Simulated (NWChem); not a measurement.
Species: C2H4I cation

```xyz
7

C     -0.3225     2.4412     0.0000
C      0.5416     1.2883     0.0000
I     -0.0281    -0.6078     0.0000
H     -0.0302     3.0792     0.8641
H     -0.0302     3.0792    -0.8641
H     -1.3997     2.2394     0.0000
H      1.6324     1.4385     0.0000
```
Atoms are numbered in this order, from 1.

All runs: NWChem. Structure relaxed at the PBE0/def2-SVP level. def2 effective core potentials on I; no spin-orbit coupling.

For level PW6B95/def2-SVP:

```yaml
highest occupied level (eV): -13.71
orbital gap (eV): 4.27
```

Task: How do the values read with level LC-BLYP (range parameter 0.33 per bohr)/def2-SVP instead?

Result: 
| Item | Value |
|---|---|
| highest occupied level (eV) | -15.88 |
| orbital gap (eV) | 8.39 |
